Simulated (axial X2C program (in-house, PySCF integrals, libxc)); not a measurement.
Which molecule gave these maps?

PBE0 fields computed with an axial X2C code built on PySCF integrals, without spin–orbit coupling, near the equilibrium distance, one atom at z = 0.

The maps cover the half plane through the axis: z from -2.4 to 4.8 Å along the bond, ρ from 0.15 to 2.25 Å away from it (steps of 0.3 Å, the bottom row nearest the axis).

log10 of the density in e/bohr³:

digits 0 to 9 span -3.98 to 1.84 evenly
```
0001112222211111111111111
0011222222222211111111111
0112233333332222112222211
1122334444433322222222221
1123344454443332222222222
1223445555544333332222222
1233455777554434554322222
1233456898654445775322222
```

Electron localisation function (collinear form, no current term, damped to 0 at low density):

digits 0 to 9 span 0.00 to 1.00 evenly
```
0001123443321000147899987
0012345665543100147999999
0124567777664311148999999
0135678887776521026999999
1246787766777630001799999
1357775222478720000299999
1357752575258700992079999
2467744676347707999049999
```

Axial spin density in 10⁻³ e/bohr³:

digits 0 to 9 span -2.03 to 2.03 evenly, values beyond are clipped
```
5555555555555555666777666
5555555555555555677787777
5555555444455556678999887
5555554444445556789999998
5555554445554556789999999
5555554445655455689999999
5555555445665544559999999
5555554548675556998999999
```

Question: Which molecule is it?
A. LiI⁻
B. LiRe⁺
C. SbN⁻
D. VGa

Answer: A. LiI⁻, with I at z = 0 and Li at z = 2.550 Å, state M_S = 1/2, Λ = 0 (beyond evenly filled blocks: σα), basis I dyall-acv3z [12s13p9d5f1g], Li dyall-av3z [9s9p3d] (cores contracted in-house). One determinant describes the state; a PBE0 search over occupations chose it and may have missed a lower one. The highest occupied level of some functionals is positive through self-interaction error; at Hartree–Fock it is bound.
